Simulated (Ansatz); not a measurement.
Basis-set extrapolation for H$_{5}$O$_{2}$Si$_{2}$, SMILES `O[SiH][SiH2]O` radical (PBE0-D4/def2-TZVP geometry, frozen core, the Gaussian-basis code of Ansatz). Multiplicity 2, UHF reference.

```tsv
	def2-TZVPP	def2-QZVPP
HF	-730.644070	-730.670237
MP2 correlation	-0.704847	-0.762518
CCSD(T) correlation	-0.767906	not run
```

Energies in hartree. Use E(X) = E(∞) + A·exp(−7.88·√X) for Hartree–Fock and E(X) = E(∞) + B·X^(−2.97) for correlation, with X = 3 and 4, and add CCSD(T) minus MP2 of the smaller set to the MP2 limit.

Question: What is the CCSD(T) energy at the basis-set limit?

Answer: HF limit: -730.670237 + (-0.026167) × 0.13774 = -730.67384. MP2 limit: -0.762518 + (-0.057671) × 0.74074 = -0.80524. Higher-order term: -0.767906 − (-0.704847) = -0.06306. Total: -731.54214 hartree, 3.54 eV below CCSD(T)/def2-TZVPP.
